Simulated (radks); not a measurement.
Task: These are the eigenvalues of the occupied orbitals of an atom or ion with whole-number occupations (Ry). Calculated with a radial shooting solver on a logarithmic mesh with Libxc functionals: scalar-relativistic Kohn-Sham, B86b exchange with PBE correlation, spin-polarised, spherical densities, finite nucleus; Fermi nuclear charge, rms radius of each element as measured or else 0.836 A^(1/3) + 0.57 fm.

| orbital | eigenvalue |
|---|---|
| 1s down | -323.2807 |
| 1s up | -323.2802 |
| 2s up | -34.87383 |
| 2s down | -34.85879 |
| 2p up | -28.54435 |
| 2p down | -28.53269 |
| 3s up | -4.06979 |
| 3s down | -4.01261 |
| 3p up | -2.49581 |
| 3p down | -2.43856 |
| 4s up | -0.31747 |
| 4s down | -0.29755 |
| 3d up | -0.25944 |

Which element is it, and in what charge state? The configuration may be excited. Open shells, if any, are filled with parallel spins first.

Result: Z = 21, scandium, charge 0: Sc in [Ar] 3d1 4s2. The list shows which subshells hold electrons but not how many an open one holds; the 1s level, -161.64 hartree, gives Z - s = 18.0 by -(Z - s)^2/2, which with screening and relativity narrows Z to a few neighbours, and the depths of the outer levels then fix element, charge and occupations together.
